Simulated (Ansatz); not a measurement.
Born–Oppenheimer molecular dynamics of F2H6OSi2 (11 atoms, charge 0, multiplicity 1). It starts from a rough guess of a transition structure, not a stationary point.

Theory: Ansatz, UKS PBE0/6-31G.

```yaml
ensemble: NVE (velocity Verlet)
time_step: 0.5 fs
steps_asked: 150
starting_velocities_drawn_for: 300 K
seed: 734300
```

First frame:

```xyz
11
Properties=species:S:1:pos:R:3
Si -0.157 0.754 -0.921
O 0.959 1.354 0.718
F -1.067 0.091 -2.102
F -1.341 1.644 -0.298
H 0.790 1.425 -1.769
H 0.528 0.190 0.993
Si -0.075 -1.481 0.392
H 0.681 2.091 1.265
H 0.811 -1.816 1.529
H 0.298 -2.432 -0.653
H -1.426 -1.821 0.847
```

Task: How far do the bonds stretch over the last three quarters of this one trajectory? (Pairs bonded in most of those frames.)

Result: 
```tsv
bond	mean (Å)	spread (Å)	shortest	longest
Si1–F3	1.732	0.068	1.62	1.82
Si1–F4	1.743	0.077	1.61	1.85
Si1–H5	1.503	0.038	1.44	1.56
Si1–Si7	2.305	0.115	2.15	2.53
O2–H6	1.035	0.126	0.83	1.22
O2–H8	0.993	0.070	0.87	1.13
Si7–H9	1.500	0.017	1.47	1.53
Si7–H10	1.513	0.035	1.45	1.56
Si7–H11	1.520	0.064	1.41	1.62
```

Mean temperature of the second half: 1272 K. The conserved energy stayed within 2.2 meV per atom of its start (net change -1.4 meV per atom), so there is no drift, though single steps change it by up to 25 meV in the whole system, a sign of fast motions only just resolved. The kinetic energy rose, since the run started high on the potential surface and went downhill. It ends in pieces (F2H4Si2 + H2O), so much of that is their flight and rotation, not heat. A run of 0.075 ps of so small a system gives no equilibrium averages. The orbitals were unrestricted but ended closed-shell. Limits of this set-up: no polarisation functions.

Time of the run: 5.5 min on 1 thread of AMD EPYC 9R45 96-Core Processor (Zen 5), with other jobs on the host, peak memory 0.22 GiB.
